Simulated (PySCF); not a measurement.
Relaxation of singlet Hg₂H₄

All numbers come from PySCF, PBE0, basis Hg def2-TZVP with ECP60, H def2-TZVP (scalar-relativistic core potentials, no spin–orbit coupling, density fitting). A (50,194) grid was used.

A hand-made ethylene-like start, of C2h symmetry, held to at least that symmetry:

Coordinates in bohr (charge 0 multiplicity 1):
```
Hg    2.5133    0.0000    0.0000
Hg   -2.5133    0.0000    0.0000
H     4.0724    2.6815    0.2835
H     4.0724   -2.6815    0.2835
H    -4.0724    2.6815   -0.2835
H    -4.0724   -2.6815   -0.2835
```

Task: What does it relax to?

Result: It ends at D2h with Hg–H 1.648 Å (×4); H–Hg–H 179.9° (×2). The molecule has come apart into HgH₂ + HgH₂. The frequency run here used a shortcut that can spoil soft modes, so no verdict on minimum or saddle point is given.

Task: How much energy is released, and in how many steps?

Result: 322.4 kJ/mol in 18 steps.

Stability towards spin polarisation was not tested. With an element this heavy the missing spin–orbit coupling can shift these numbers.

The relaxation took 58 s on 2 threads of a shared Arm Neoverse V1 host, with 110 basis functions and 20 gradients. Launch command: `OMP_NUM_THREADS=2 python axn.py task.json out`.
